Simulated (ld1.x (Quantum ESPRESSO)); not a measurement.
**Configuration tests for neon (TM)**

ld1.x (Quantum ESPRESSO) 7.5 input, shortened:

```
&input
   title='Ne', zed=10., rel=1, dft='PBE', iswitch=3,
   config='[He] 2s2 2p3'
 /
 &inputp
   pseudotype=2, tm=.true., lloc=0,
   nlcc=.false.
 /
2
2P  2  1   3.00   0.00  1.15  1.15  0.0
2S  1  0   2.00   0.00  0.65  0.65  0.0
 &test
   configts(1)='2s2 2p3'
 /
```

Energies are relative to the spin-unpolarised reference configuration 2s2 2p3; without spin polarisation the order of configurations can differ from experiment.

**Question.** Give the all-electron excitation energy and the error of the potential for: 2s2 2p6; 2s2 2p5; 2s2 2p4; 2s2 2p2; 2s1 2p6; 2s2 2p5.5.

**Answer.**

| valence configuration | charge | ΔE all-electron (eV) | error AE − PS (meV) |
| --- | --- | --- | --- |
| 2s2 2p6 | 0 | -133.174 | +376 |
| 2s2 2p5 | +1 | -110.699 | +279 |
| 2s2 2p4 | +2 | -67.431 | +111 |
| 2s2 2p2 | +4 | 94.629 | +225 |
| 2s1 2p6 | +1 | -87.291 | +588 |
| 2s2 2p5.5 | +0.5 | -124.306 | +340 |

Levels in the configuration 2s2 2p2:

| level | all-electron (eV) | pseudo (eV) |
| --- | --- | --- |
| 2s | -130.986 | -130.847 |
| 2p | -109.181 | -108.644 |
